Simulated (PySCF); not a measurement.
## Computed properties of C2H9NOSi, SMILES C([Si@H](O)N)C

C2H9NOSi, SMILES CC[Si@H](O)N. The structure is a stationary point at PBE0-D3(BJ)/def2-SVP. The structure was generated by enumeration; whether it is a known compound was not checked. Other conformers were not sampled. All values are computed for the isolated molecule unless a solvent is named; none is compared with measurement here.

**Structure.** All 36 harmonic modes at PBE0-D3(BJ)/def2-SVP (PySCF) are real, so it is a minimum. With heavy atoms numbered as in [CH3:1][CH2:2][Si@@H:3]([NH2:4])[OH:5], the shortest bond between them is C1–C2 at 1.526 Å and the longest C2–Si3 at 1.877 Å.

**Vibrations.** The strongest infrared lines (harmonic, unscaled, degenerate partners summed) lie at 2209 cm⁻¹ (167 km/mol, H 97 %), 452 cm⁻¹ (147 km/mol, H 55 %, N 35 %), 895 cm⁻¹ (137 km/mol, H 57 %, Si 21 %, N 12 %, O 10 %). The softest mode is at 74 cm⁻¹ and the zero-point energy is 71.9 kcal/mol.

**Electronic structure.** r2SCAN/def2-TZVP (PySCF) places the frontier levels at -6.46 and 0.76 eV, a gap of 7.22 eV, and gives a dipole moment of 0.59 D and a mean polarisability of 61.1 bohr³. PBE/def2-TZVP (PySCF) at the same geometry gives -6.16 and 0.04 eV, so its gap is 1.02 eV narrower. An orbital gap is neither the optical nor the fundamental gap.

**Excitations.** TDA-M06-2X/def2-SVPD (PySCF) has S1 at 7.05 eV (176 nm, f = 0.049, weak); the most intense of the 10 singlets computed lies at 8.83 eV (f = 0.15). T1 (TDA) is at 6.77 eV, 0.28 eV under S1. TDA-PBE/def2-SVPD (PySCF) puts S1 at 6.00 eV. No vertical singlet excitation falls in the visible range (under 3.1 eV).

**NMR.** GIAO shifts at KT2/pcSseg-1 (PySCF) (non-relativistic, atoms alike by connectivity averaged): ¹³C from 11.5 to 14.6 ppm against TMS; ¹H from 0.7 to 5.3 ppm against TMS; ²⁹Si at -7.7 ppm against TMS.
